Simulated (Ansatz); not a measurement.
The same ligand exchange along the group Ti, Zr, Hf.

Computed with Ansatz on PBE0-D4/def2-TZVP structures; ΔE is electronic, products minus reactants. CBS: MP2 limit from def2 TZ/QZ plus the TZ coupled-cluster correction, frozen cores. Functionals use def2-TZVPP. def2 core potentials past Kr. For Hf, I, Ti, Zr outer-core shells are correlated without core-valence functions, which leaves a few kJ/mol of doubt a bond. Scalar relativity is left out up to krypton. Each species was taken in one conformer, which may not be the lowest.

| reaction | CCSD(T)/CBS(def2) (kcal/mol) |
| --- | --- |
| `CC(C)[NH][Ti]([OH])([OH])[OH]` + HI → `[OH][Ti]([OH])([OH])[I]` + `CC(C)N` | ? |
| `CC(C)[NH][Zr]([OH])([OH])[OH]` + HI → `[OH][Zr]([OH])([OH])[I]` + `CC(C)N` | -24.7 |
| `CC(C)[NH][Hf]([OH])([OH])[OH]` + HI → `[OH][Hf]([OH])([OH])[I]` + `CC(C)N` | -24.4 |

Problem. Fill in the missing values. (Best estimate.)

Solution. The calculation gave: `CC(C)[NH][Ti]([OH])([OH])[OH]` + HI → `[OH][Ti]([OH])([OH])[I]` + `CC(C)N`: -18.4 kcal/mol.

Largest T1 diagnostic: 0.022, for `[OH][Ti]([OH])([OH])[I]`.
